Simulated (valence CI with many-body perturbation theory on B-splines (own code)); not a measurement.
## E1 line list for Nb34+

Computed by configuration interaction combined with many-body perturbation theory (CI+MBPT): five valence electrons over a frozen Dirac-Fock core [He], a basis of 9 s, 9 p, 8 d, 6 f, 3 g, 1 h functions for each j, with the one-electron correlation potential Σ1 (screened to all orders), the two-electron term Σ2, the three-electron term Σ3, Breit, model QED; selected single and double excitations, second order for the rest (own B-spline code, finite nucleus).

The last digits are not significant, and no measured levels were compared; by estimate large intervals hold to a few tenths of a per cent, small ones and those within an open d or f shell to about a per cent. Among the levels kept, up to 2100 cm⁻¹ of a level comes from second order outside the variational space, and about a tenth of that is noise between levels of different J, which matters for small intervals.

Lines 51 to 100 of 247 in falling wavelength, among levels below 2858.0 eV, chosen from the strongest by gf and those to the six lowest levels. Wavelengths and rates use the calculated energies. Electric multipoles are in the length gauge, E1 and E2 with the static RPA response of the core. Weak lines are less certain than strong ones. Lines between different terms over intervals too small for the method are left out, as are lines whose strength nearly cancels. The highest levels of a list are the least certain.

Levels are named by their leading jj configuration (3d3/2^4 stands for four electrons in 3d with j = 3/2), which in mixed levels can hold well under half, so a name can repeat and another be missing. Letters in brackets count levels of one name in rising energy.

| λ vac (Å) | Upper | Lower | A (s⁻¹) | S (a.u.) with core polarisation | S without |
| --- | --- | --- | --- | --- | --- |
| 156.7 | (2s^2 2p1/2 2p3/2 3d3/2) J=3/2 [a] | (2s^2 2p1/2 2p3/2 3p1/2) J=3/2 [a] | 4.88e+09 | 3.71e-02 | 3.71e-02 |
| 156.5 | (2s 2p1/2^2 2p3/2 3d3/2) J=1/2 | (2s 2p1/2^2 2p3/2 3p1/2) J=3/2 [a] | 1.40e+10 | 5.27e-02 | 5.28e-02 |
| 154.8 | (2s^2 2p3/2^2 3p3/2) J=3/2 [b] | (2s^2 2p3/2^2 3s) J=1/2 | 1.52e+10 | 1.11e-01 | 1.11e-01 |
| 154.4 | (2s^2 2p1/2 2p3/2 3d5/2) J=3/2 [b] | (2s^2 2p1/2 2p3/2 3p3/2) J=3/2 [a] | 4.15e+09 | 3.01e-02 | 3.01e-02 |
| 154.2 | (2s^2 2p3/2^2 3d3/2) J=3/2 | (2s^2 2p3/2^2 3p1/2) J=3/2 | 9.40e+09 | 6.81e-02 | 6.81e-02 |
| 154.1 | (2s^2 2p1/2 2p3/2 3d3/2) J=1/2 [b] | (2s^2 2p1/2 2p3/2 3p1/2) J=3/2 [b] | 8.90e+09 | 3.22e-02 | 3.22e-02 |
| 154.1 | (2s^2 2p1/2^2 3p3/2) J=3/2 | (2s^2 2p1/2^2 3s) J=1/2 | 1.97e+10 | 1.42e-01 | 1.42e-01 |
| 153.6 | (2s^2 2p1/2 2p3/2 3d3/2) J=5/2 [a] | (2s^2 2p1/2 2p3/2 3p1/2) J=3/2 [a] | 1.11e+10 | 1.19e-01 | 1.19e-01 |
| 153.6 | (2s^2 2p3/2^2 3d3/2) J=5/2 | (2s^2 2p3/2^2 3p1/2) J=3/2 | 5.02e+09 | 5.39e-02 | 5.39e-02 |
| 152.7 | (2s^2 2p3/2^2 3d3/2) J=7/2 | (2s^2 2p3/2^2 3p1/2) J=5/2 | 1.20e+10 | 1.69e-01 | 1.69e-01 |
| 152.2 | (2s^2 2p1/2 2p3/2 3d3/2) J=7/2 | (2s^2 2p1/2 2p3/2 3p1/2) J=5/2 | 1.14e+10 | 1.59e-01 | 1.59e-01 |
| 150.1 | (2s^2 2p1/2^2 3d3/2) J=3/2 | (2s^2 2p1/2^2 3p1/2) J=1/2 | 1.45e+10 | 9.68e-02 | 9.68e-02 |
| 148.1 | (2s^2 2p1/2 2p3/2 3d3/2) J=3/2 [a] | (2s^2 2p1/2 2p3/2 3p1/2) J=1/2 | 8.24e+09 | 5.28e-02 | 5.28e-02 |
| 147.6 | (2s^2 2p1/2 2p3/2 3p3/2) J=5/2 [b] | (2s^2 2p1/2 2p3/2 3s) J=3/2 [b] | 1.35e+10 | 1.28e-01 | 1.28e-01 |
| 144.1 | (2s^2 2p1/2 2p3/2 3d3/2) J=1/2 [a] | (2s^2 2p1/2 2p3/2 3p1/2) J=1/2 | 1.31e+10 | 3.88e-02 | 3.88e-02 |
| 141.1 | (2s^2 2p1/2 2p3/2 3p3/2) J=3/2 [b] | (2s^2 2p1/2 2p3/2 3s) J=1/2 | 5.33e+09 | 2.95e-02 | 2.95e-02 |
| 140.8 | (2s^2 2p1/2 2p3/2 3p3/2) J=5/2 [b] | (2s^2 2p1/2 2p3/2 3s) J=5/2 | 9.38e+09 | 7.75e-02 | 7.76e-02 |
| 138.3 | (2s 2p1/2^2 2p3/2 3p3/2) J=5/2 [a] | (2s 2p1/2^2 2p3/2 3s) J=5/2 | 1.04e+10 | 8.17e-02 | 8.17e-02 |
| 134.1 | (2s^2 2p1/2 2p3/2 3d3/2) J=5/2 [b] | (2s^2 2p1/2 2p3/2 3p1/2) J=5/2 | 5.00e+09 | 3.57e-02 | 3.57e-02 |
| 132.5 | (2s^2 2p1/2 2p3/2 3p3/2) J=1/2 [b] | (2s^2 2p1/2 2p3/2 3s) J=3/2 [b] | 2.51e+10 | 5.76e-02 | 5.76e-02 |
| 130.7 | (2s^2 2p3/2^2 3p3/2) J=3/2 [a] | (2s^2 2p3/2^2 3s) J=3/2 | 2.32e+10 | 1.02e-01 | 1.02e-01 |
| 124.3 | (2s^2 2p3/2^2 3p3/2) J=3/2 [a] | (2s^2 2p3/2^2 3s) J=5/2 | 7.15e+09 | 2.71e-02 | 2.71e-02 |
| 97.03 | (2s 2p1/2 2p3/2^2 3s) J=7/2 | (2s^2 2p3/2^2 3s) J=5/2 | 1.06e+10 | 3.83e-02 | 3.84e-02 |
| 92.57 | (2s 2p1/2 2p3/2^3) J=3/2 [a] | (2s^2 2p3/2^3) J=3/2 | 3.25e+08 | 5.09e-04 | 5.10e-04 |
| 92.37 | (2s 2p1/2^2 2p3/2^2) J=5/2 | (2s^2 2p1/2 2p3/2^2) J=5/2 | 3.25e+09 | 7.58e-03 | 7.60e-03 |
| 82.89 | (2s 2p1/2^2 2p3/2^2) J=5/2 | (2s^2 2p1/2 2p3/2^2) J=3/2 | 9.35e+09 | 1.58e-02 | 1.58e-02 |
| 79.61 | (2s 2p1/2 2p3/2^3) J=5/2 | (2s^2 2p3/2^3) J=3/2 | 1.10e+10 | 1.65e-02 | 1.65e-02 |
| 78.41 | (2s 2p1/2^2 2p3/2^2) J=1/2 | (2s^2 2p1/2 2p3/2^2) J=1/2 | 1.23e+10 | 5.86e-03 | 5.88e-03 |
| 74.53 | (2p1/2^2 2p3/2^3) J=3/2 | (2s 2p1/2 2p3/2^3) J=3/2 [b] | 3.22e+10 | 2.63e-02 | 2.63e-02 |
| 71.27 | (2p1/2 2p3/2^4) J=1/2 | (2s 2p3/2^4) J=1/2 | 5.40e+10 | 1.93e-02 | 1.93e-02 |
| 69.48 | (2s 2p1/2 2p3/2^3) J=1/2 | (2s^2 2p3/2^3) J=3/2 | 3.73e+09 | 1.24e-03 | 1.24e-03 |
| 69.30 | (2s 2p1/2^2 2p3/2^2) J=3/2 | (2s^2 2p1/2 2p3/2^2) J=5/2 | 9.66e+09 | 6.35e-03 | 6.36e-03 |
| 65.16 | (2s 2p1/2 2p3/2^3) J=3/2 [b] | (2s^2 2p3/2^3) J=3/2 | 1.68e+10 | 9.17e-03 | 9.19e-03 |
| 63.99 | (2s 2p1/2^2 2p3/2^2) J=1/2 | (2s^2 2p1/2 2p3/2^2) J=3/2 | 1.81e+09 | 4.68e-04 | 4.69e-04 |
| 63.82 | (2s 2p1/2^2 2p3/2^2) J=3/2 | (2s^2 2p1/2 2p3/2^2) J=3/2 | 2.58e+09 | 1.32e-03 | 1.33e-03 |
| 61.72 | (2p1/2^2 2p3/2^3) J=3/2 | (2s 2p1/2 2p3/2^3) J=5/2 | 7.04e+10 | 3.27e-02 | 3.28e-02 |
| 57.16 | (2s 2p1/2 2p3/2^2 3s) J=5/2 [a] | (2s^2 2p1/2 2p3/2 3s) J=3/2 [a] | 4.45e+10 | 2.46e-02 | 2.47e-02 |
| 55.82 | (2s 2p1/2 2p3/2^3) J=3/2 [a] | (2s^2 2p1/2 2p3/2^2) J=1/2 | 2.15e+09 | 7.38e-04 | 7.40e-04 |
| 55.68 | (2p1/2^2 2p3/2^3) J=3/2 | (2s 2p1/2 2p3/2^3) J=3/2 [a] | 4.64e+10 | 1.58e-02 | 1.59e-02 |
| 54.51 | (2s 2p1/2 2p3/2^2 3s) J=7/2 | (2s^2 2p1/2 2p3/2 3s) J=5/2 | 3.27e+10 | 2.09e-02 | 2.09e-02 |
| 52.18 | (2s 2p1/2^2 2p3/2^2) J=5/2 | (2s^2 2p1/2^2 2p3/2) J=3/2 | 3.53e+10 | 1.49e-02 | 1.49e-02 |
| 51.15 | (2s 2p1/2 2p3/2^3) J=3/2 [a] | (2s^2 2p1/2 2p3/2^2) J=5/2 | 7.37e+09 | 1.95e-03 | 1.95e-03 |
| 48.10 | (2s 2p1/2 2p3/2^3) J=3/2 [a] | (2s^2 2p1/2 2p3/2^2) J=3/2 | 1.46e+11 | 3.21e-02 | 3.22e-02 |
| 47.50 | (2s 2p1/2^2 2p3/2 3p3/2) J=5/2 [b] | (2s^2 2p1/2^2 3p3/2) J=3/2 | 1.13e+11 | 3.57e-02 | 3.58e-02 |
| 46.93 | (2s 2p1/2 2p3/2^3) J=5/2 | (2s^2 2p1/2 2p3/2^2) J=5/2 | 1.32e+11 | 4.03e-02 | 4.04e-02 |
| 46.85 | (2s 2p1/2^2 2p3/2 3s) J=1/2 | (2s^2 2p1/2^2 3s) J=1/2 | 1.28e+11 | 1.30e-02 | 1.30e-02 |
| 46.60 | (2s 2p1/2^2 2p3/2 3p1/2) J=3/2 [b] | (2s^2 2p1/2^2 3p1/2) J=1/2 | 1.26e+11 | 2.51e-02 | 2.52e-02 |
| 46.50 | (2s 2p1/2 2p3/2^3) J=1/2 | (2s^2 2p1/2 2p3/2^2) J=1/2 | 1.14e+11 | 1.13e-02 | 1.13e-02 |
| 46.38 | (2s 2p1/2^2 2p3/2 3p1/2) J=1/2 | (2s^2 2p1/2^2 3p1/2) J=1/2 | 1.02e+11 | 1.00e-02 | 1.00e-02 |
| 46.28 | (2s 2p1/2^2 2p3/2 3s) J=3/2 [b] | (2s^2 2p1/2^2 3s) J=1/2 | 1.25e+11 | 2.45e-02 | 2.46e-02 |
